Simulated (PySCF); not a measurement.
**Orbital picture of MgCd⁺**

M06 at R = 2.951 Å; Mg def2-SVPD, Cd def2-SVPD with ECP28; scalar-relativistic core potentials (PySCF 2.14). State: ²Σ⁺ (doublet), unpaired electrons σ ↑. Only the outer orbitals are listed, counted within each symmetry, core potentials removing the inner ones.

```
spin  orbital  occ.  ε (eV)  on Mg (%)            main shells (%)
   α       6σ     1  -19.71          1                    99 Cd d
   α       3π     1  -19.66          0                   100 Cd d
   α       3π     1  -19.66          0                   100 Cd d
   α       1δ     1  -19.61          0                   100 Cd d
   α       1δ     1  -19.61          0                   100 Cd d
   α       7σ     1  -12.83         45           55 Cd s, 38 Mg s
   α       8σ     1  -10.47         66           62 Mg s, 33 Cd s
   α       4π     0   -6.35         72           71 Mg p, 27 Cd p
   α       4π     0   -6.35         72           71 Mg p, 27 Cd p
   α       9σ     0   -6.32         58           57 Mg p, 35 Cd p
   β       6σ     1  -19.67          1                   100 Cd d
   β       3π     1  -19.63          0                   100 Cd d
   β       3π     1  -19.63          0                   100 Cd d
   β       1δ     1  -19.58          0                   100 Cd d
   β       1δ     1  -19.58          0                   100 Cd d
   β       7σ     1  -12.45         31   66 Cd s, 23 Mg s, 8 Mg p
   β       8σ     0   -8.17         63  61 Mg s, 26 Cd s, 10 Cd p
   β       4π     0   -6.12         62           57 Mg p, 37 Cd p
   β       4π     0   -6.12         62           57 Mg p, 37 Cd p
```

**Question.** Which are the highest filled and the lowest empty level, where do they sit, and how wide is the gap?

**Answer.** Highest filled α 8σ at -10.47 eV (in %: 62 Mg s, 33 Cd s); lowest empty β 8σ at -8.17 eV (in %: 61 Mg s, 26 Cd s, 10 Cd p); the gap at M06 is 2.30 eV.

```json
{"bond order (Mayer)": "0.63", "⟨S²⟩": "0.758", "charge on Mg (Mulliken, basis-dependent)": "0.56", "charge on Mg (Löwdin, basis-dependent)": "0.48", "dipole moment (positive dipole points towards Cd; it is taken about the centre of mass and depends on that origin)": "-6.54 D"}
```

Spin–orbit coupling is left out. The state is the lowest determinant that a PBE0 search found; another state may lie lower at other levels.
